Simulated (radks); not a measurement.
Values are calculated unless marked as measured or tabulated.
Q: Ho, 67 electrons, occupied as [Xe] 4f11.5 6s1.5 (fractional occupations, a model configuration). Code: a radial shooting solver on a logarithmic mesh with Libxc functionals. Model: Dirac Kohn-Sham, LDA (Slater exchange, Perdew-Wang correlation), spin-unpolarised, spherical densities, point nucleus; open shells fill j = l - 1/2 first.

Spin-orbit splittings of the eigenvalues, e(l+1/2) - e(l-1/2), with zeta = 2 splitting/(2l+1) and mean radii in bohr:

| shell | occ. | splitting (eV) | zeta (eV) | <r> j=l-1/2 | <r> j=l+1/2 |
|---|---|---|---|---|---|
| 2p | 6 | ? | ? | 0.07293 | 0.08009 |
| 3p | 6 | 178.7 | 119.2 | 0.2193 | 0.2328 |
| 3d | 10 | 39.09 | 15.64 | 0.2054 | 0.2096 |
| 4p | 6 | 40.24 | 26.83 | 0.5288 | 0.5603 |
| 4d | 10 | 7.293 | 2.917 | 0.5909 | 0.6022 |
| 4f | 11.5 | 0.9432 | 0.2695 | 0.8899 | 0.9432 |
| 5p | 6 | 4.916 | 3.277 | 1.462 | 1.580 |

Estimate the 2p splitting.

A: 856.0 eV (zeta = 570.7 eV).
